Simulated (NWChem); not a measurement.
Molecule: hexafluoropropene (C$_{3}$F$_{6}$); SMILES FC(F)=C(F)C(F)(F)F

```xyz
9

F     -0.4617    -2.5798     0.0003
C      0.1700    -1.4235    -0.0005
F      1.4782    -1.5646    -0.0007
C     -0.4854    -0.2430    -0.0012
F     -1.8278    -0.2388     0.0008
C      0.1267     1.1325    -0.0001
F     -0.2459     1.8182     1.1039
F      1.4712     1.0787    -0.0327
F     -0.2992     1.8394    -1.0704
```
Atoms are numbered in this order, from 1.

Computed with NWChem. Pople sets run with spherical d functions. The geometry was optimised at PBE-D3(BJ)/def2-SVP. B3LYP is NWChem's, with the RPA form of VWN correlation. Level: B3LYP/6-31G* with SMD (1 M gas to 1 M solution), gas-phase geometry.

Task: Estimate the computed values for solvent water. Quantities: solvation free energy (kcal/mol); cavity-dispersion-structure term (kcal/mol); dipole in solution (D).

Result: 
```json
{
  "solvation free energy (kcal/mol)": "4.3",
  "cavity-dispersion-structure term (kcal/mol)": "6.2",
  "dipole in solution (D)": "1.27"
}
```
